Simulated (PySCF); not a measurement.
Species: Si(CF3)4, C4F12Si.
SMILES: `FC(F)(F)[Si](C(F)(F)F)(C(F)(F)F)C(F)(F)F`

The closed-shell ground state was solved at several levels (PySCF, density fitting, gas phase, non-relativistic). Geometry: PBE0-D3(BJ)/def2-SVP; no solvent, vibrations or thermal averaging.

```tsv
level	basis functions	HOMO (eV)	LUMO (eV)	gap (eV)	dipole (D)
wB97X-D/def2-SVPD	380	-12.58	1.01	13.59	0.02
PBE0/pcSseg-1	296	-10.55	-0.70	9.85	0.02
```

**Question.** What might KT2/pcSseg-1 (296 basis functions) give for the same quantities?

**Answer.** HOMO -8.94 eV, LUMO -1.74 eV, gap 7.20 eV, dipole 0.02 D.

**Question.** Over all these levels, which gives the widest orbital gap and which the narrowest?

**Answer.** wB97X-D/def2-SVPD (range-separated hybrid) has the widest, 13.59 eV, and KT2/pcSseg-1 (GGA) the narrowest, 7.20 eV. Functional and basis both differ between the two, so the spread mixes both effects.

**Question.** How far do the dipole and the HOMO energy spread over the levels?

**Answer.** The dipole runs from 0.02 to 0.02 D (mean 0.02 D) and the HOMO from -12.58 to -8.94 eV.
